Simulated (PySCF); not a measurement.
Compound: C₅H₁₆GaGeNO.
Cartesian coordinates in Å at the PBE0-D3(BJ)/def2-SVP level; atoms count from 1:
```
atom  x, y, z in Å
C1    -0.9764   -1.8314   -0.8256
N2    -0.8409   -0.7294    0.1302
C3    -1.4566   -1.1028    1.4045
Ga4   -1.7441    1.1158   -0.5761
C5    -0.1582    2.0835    0.1961
C6     0.6218    1.0472    1.0038
C7     0.5765   -0.3224    0.3287
O8     1.1594   -0.3031   -0.9308
Ge9    2.8396    0.2508   -1.2289
H10   -2.0447   -2.0448   -0.9652
H11   -0.5392   -1.5432   -1.7856
H12   -0.4737   -2.7431   -0.4535
H13   -1.4590   -0.2562    2.1007
H14   -0.9234   -1.9536    1.8679
H15   -2.5015   -1.3870    1.2278
H16   -1.8407    0.9224   -2.1426
H17   -3.0979    1.0971    0.2555
H18   -0.4355    2.9379    0.8312
H19    0.4590    2.4813   -0.6250
H20    1.6884    1.3094    1.1485
H21    0.2200    0.9562    2.0254
H22    1.0658   -1.0948    0.9665
H23    3.1169   -0.2375   -2.6536
H24    2.9236    1.7815   -1.1166
H25    3.7542   -0.4297   -0.1911
```

The computed photoelectron lines, unassigned: C 1s: 289.01 (area 1), 290.43 (area 1), 291.50 (area 1), 291.75 (area 1), 292.89 (area 1) eV; N 1s: 405.65 eV; O 1s: 537.69 eV.

Level of theory: delta-SCF UKS SCAN, pcX-2 on the ionised atom, pcseg-1 elsewhere, spin-free X2C in PySCF 2.14.0. Geometry: PBE0-D3(BJ)/def2-SVP, one conformer, isolated molecule.

Order the carbon atoms by C 1s binding energy.

289.01 eV: C5 (ring CH2 carbon); 290.43 eV: C6 (ring CH2 carbon); 291.50 eV: C1 (N-methyl carbon); 291.75 eV: C3 (N-methyl carbon); 292.89 eV: C7 (sp3 carbon bound to oxygen). The listed C 1s values span 3.88 eV, from C5 (bonded to C, 2 H and Ga) to C7 (bonded to O, N, C and H). The widest gap between neighbouring values is 1.42 eV, between 289.01 and 290.43 eV.

Bonded neighbours of each site: C1: N and 3 H; N2: 3 C and Ga; C3: N and 3 H; C5: C, 2 H and Ga; C6: 2 C and 2 H; C7: O, N, C and H; O8: C and Ge.

What is the C 1s shift of C1 against C6?

291.50 − 290.43 = +1.07 eV, or +103 kJ/mol.

No level of gallium or germanium is listed.
